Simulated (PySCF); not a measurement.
Si(AsH2)(OH)3 (AsH₅O₃Si), SMILES O[Si](O)(O)[AsH2]. Atoms are numbered in the order given.

```xyz
10

O     -1.1412    -0.0198     1.8272
Si    -0.8423     0.1004     0.1962
O     -1.2377     1.5709    -0.4449
O     -1.8193    -1.0548    -0.4732
As     1.4165    -0.1687    -0.4011
H     -0.5393     0.4512     2.4105
H     -2.1808     1.7367    -0.5512
H     -2.1240    -1.7296     0.1412
H      1.6310    -1.2247     0.6804
H      1.8454     0.9587     0.5351
```
Charge 0, spin multiplicity 1.

Coordinates come from a PBE0-D3(BJ)/def2-SVP optimisation. This is a generated structure with no PubChem entry under its InChIKey; it may be hypothetical. One conformer was computed; it need not be the lowest.

All values below come from PySCF with M06-2X/def2-TZVP.

The molecule is in vacuum.

* **total energy**: -2754.23573 hartree
* **highest occupied level**: -8.51 eV
* **lowest empty level**: 0.92 eV
* **orbital gap**: 9.43 eV
* **dipole moment**: 1.96 D
* **quadrupole, principal values (traceless, Buckingham form, about the centre of nuclear charge)**: -4.29, 0.95, 3.34 D·Å
* **mean static polarisability**: 64.1 bohr³ (9.49 Å³)
* **polarisability, principal values**: 58.4, 59.3, 74.5 bohr³
